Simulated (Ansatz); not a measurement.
One geometry of the cluster ZnB₇⁻, several levels of theory.

```yaml
crystal:
  periodic: [false, false, false]
  atoms:
    - {symbol: Zn, position_ang: [-1.353767, -0.770550, -0.084304]}
    - {symbol: B, position_ang: [0.998484, -1.067848, -0.022391]}
    - {symbol: B, position_ang: [-0.194272, -2.401934, -0.129678]}
    - {symbol: B, position_ang: [-0.857255, 2.835814, 0.118541]}
    - {symbol: B, position_ang: [0.627269, 0.543997, 0.048026]}
    - {symbol: B, position_ang: [-1.028516, 1.307134, 0.033667]}
    - {symbol: B, position_ang: [1.323312, -2.570954, -0.088515]}
    - {symbol: B, position_ang: [0.484735, 2.124322, 0.124653]}
basis:
  gaussian: {orbitals: def2-TZVPD, initial_orbitals: start.molden}
total_charge: -1
correlation: {method: mp2, frozen_orbitals: {B: 1, Zn: 9}}
scf: {omitted_lower_state_checks: [starts]}
output: {orbitals: {seedname: orbitals}}
```

The file start.molden holds the orbitals of an earlier run on this structure, at another level or in another basis.

```sh
$ ansatz run in.yaml --threads 4 --pin off --events-out ev --progress --plain --max-ram 4787MiB
```

Shortened log:

```
Functional definition: HF
2008 factors; integrals over basis functions are off by at most 7.4e-4 eV
mean field evaluation 1: about -53068.9039 eV, gradient 3.1e1 eV
mean field evaluation 2: about -53070.3422 eV, gradient 1.8e0 eV
mean field evaluation 4: about -53070.8728 eV, gradient 1.7e0 eV
mean field evaluation 8: about -53070.8822 eV, gradient 2.6e-4 eV
mean field -53070.88219623 eV, -1950.3189479753 hartree, gradient 3.7e-6 eV, S^2 0.000000; 0 other end points of the search recorded, 0 dependent functions left out; unrestricted orbitals would lower it
mean field evaluation 16: about -53071.8890 eV, gradient 1.3e-1 eV
unrestricted determinant -53071.88979846 eV, -1950.3559766744 hartree, S^2 1.5235
16 core orbitals not correlated: weight in the atoms' cores, before any rotation towards them, 1.000 or more for the frozen orbitals, at most 0.000 for the correlated occupied ones
reference -53070.88219623 eV, -1950.3189479753 hartree; 17, 17 occupied and 277, 277 virtual orbitals, 2008 factors
second order -31.26597683 eV of doubles, -0.00000000 eV of singles
Total energy: -53102.14817306 eV, -1951.4679514311 hartree
Checks for a lower state left out: starts
```

It took 39 s on 4 threads of Intel Xeon Platinum 8259CL on a shared host, peak host memory 1.3 GiB.

First input, but with `hamiltonian: {xc: pbe, dispersion: d4}`, `output: {forces: true, orbitals: {seedname: orbitals}}` and without the key `correlation` (abridged; 7 s):

```
Functional definition: PBE
mean field -53134.80016681 eV, -1952.6678900690 hartree, gradient 1.5e-5 eV, S^2 0.000000
Total energy: -53135.14109007 eV, -1952.6804187679 hartree
Atom 0 force    -0.121853     0.145783     0.004082 eV/Å
Atom 1 force    -0.235244     0.354983     0.010404 eV/Å
Atom 2 force     0.221840    -0.039036     0.005089 eV/Å
Atom 3 force    -0.042961     0.090244     0.002801 eV/Å
Atom 4 force     0.146308    -0.160119    -0.003196 eV/Å
Atom 5 force     0.176002    -0.154871    -0.002610 eV/Å
Atom 6 force    -0.054455    -0.097347    -0.006967 eV/Å
Atom 7 force    -0.089638    -0.139636    -0.009603 eV/Å
Dipole moment:    -0.775922     0.005401    -0.025624 e Å
Checks for a lower state left out: starts
```

As the first input, with `hamiltonian: {xc: pbe0, dispersion: d4}` and without the key `correlation` (abridged; 14 s):

```
Functional definition: PBE0
mean field -53135.48600773 eV, -1952.6930942582 hartree, gradient 2.2e-5 eV, S^2 0.000000
Total energy: -53135.77678801 eV, -1952.7037802363 hartree
Checks for a lower state left out: starts
```

First input, but with `hamiltonian: {xc: r2scan, dispersion: d4}` and without the key `correlation` (abridged; 8 s):

```
Functional definition: r2SCAN
mean field -53145.86715807 eV, -1953.0745944966 hartree, gradient 2.1e-5 eV, S^2 0.000000
Total energy: -53145.94442624 eV, -1953.0774340492 hartree
Checks for a lower state left out: starts
```

First input, but with `hamiltonian: {xc: hse06, dispersion: d4}` and without the key `correlation` (abridged; 10 s):

```
Functional definition: HSE06
mean field -53135.14648425 eV, -1952.6806170005 hartree, gradient 1.9e-5 eV, S^2 0.000000
Total energy: -53135.42162149 eV, -1952.6907281073 hartree
Checks for a lower state left out: starts
```

As the first input, with `hamiltonian: {xc: lda}` and without the key `correlation` (abridged; 3.6 s):

```
Functional definition: SPW92
mean field -53018.94472863 eV, -1948.4102812457 hartree, gradient 1.6e-5 eV, S^2 0.000000
Total energy: -53018.94478311 eV, -1948.4102832477 hartree
Checks for a lower state left out: starts
```

As the first input, with `gaussian: {orbitals: def2-SVPD, initial_orbitals: start.molden}`, `correlation: {method: ccsd_t, frozen_orbitals: {B: 1, Zn: 9}}` (abridged; 37 s):

```
Functional definition: HF
mean field evaluation 16: about -53045.7244 eV, gradient 2.4e1 eV
mean field evaluation 32: about -53054.7252 eV, gradient 7.2e-1 eV
mean field evaluation 64: about -53052.6139 eV, gradient 8.1e-2 eV
mean field evaluation 96: about -53051.3133 eV, gradient 1.4e1 eV
mean field -53059.55212535 eV, -1949.9025755505 hartree, gradient 1.7e-6 eV, S^2 0.000000; unrestricted orbitals would lower it
mean field evaluation 128: about -53060.3052 eV, gradient 1.4e-1 eV
16 core orbitals not correlated: weight in the atoms' cores, before any rotation towards them, 1.000 or more for the frozen orbitals, at most 0.000 for the correlated occupied ones
second order -25.77739533 eV of doubles, -0.00000000 eV of singles
cycle   1  -24.08676617 eV  change     1.7e0 eV  update   2.1e-1
cycle   2  -25.13645269 eV  change    -1.0e0 eV  update   9.0e-2
cycle   3  -25.40656198 eV  change   -2.7e-1 eV  update   5.3e-2
cycle   4  -25.42919840 eV  change   -2.3e-2 eV  update   2.4e-2
cycle   5  -25.42050235 eV  change    8.7e-3 eV  update   1.6e-2
cycle   6  -25.42860735 eV  change   -8.1e-3 eV  update   8.8e-3
cycle   7  -25.43150890 eV  change   -2.9e-3 eV  update   4.6e-3
cycle   8  -25.42948572 eV  change    2.0e-3 eV  update   2.3e-3
cycle   9  -25.42916187 eV  change    3.2e-4 eV  update   1.1e-3
cycle  10  -25.43035327 eV  change   -1.2e-3 eV  update   5.8e-4
cycle  11  -25.42951646 eV  change    8.4e-4 eV  update   3.2e-4
cycle  12  -25.42957260 eV  change   -5.6e-5 eV  update   1.3e-4
cycle  13  -25.42959451 eV  change   -2.2e-5 eV  update   7.6e-5
cycle  14  -25.42958941 eV  change    5.1e-6 eV  update   3.2e-5
perturbative correction -1.92325368 eV, -0.0706782691 hartree
Total energy: -53086.90496844 eV, -1950.9077739937 hartree
Checks for a lower state left out: starts
```

Geometry: PBE0-D4/def2-SVPD.

HSE06 is defined as in plane-wave codes, on full-range PBE exchange. Correlated methods freeze 16 core orbitals. At MP2/def2-TZVPD, CCSD(T)/def2-SVPD the restricted singlet (for correlated methods, its reference) is unstable: a solution with broken spin symmetry lies lower. The restricted singlet is unstable towards broken spin symmetry at other levels; at PBE-D4/def2-TZVPD, PBE0-D4/def2-TZVPD, r2SCAN-D4/def2-TZVPD, HSE06-D4/def2-TZVPD and others this wasn't settled. At CCSD(T)/def2-SVPD T1 of the charge -1 singlet is large (up to 0.030), so the single-reference result is doubtful. The geometry of the singlet was relaxed on an unsound state (restricted singlet, unstable towards broken spin symmetry at other levels and untested here). Another isomer (singlet) lies 1.41 eV lower at PBE0-D4/def2-TZVPD; other spin states weren't run for this one.
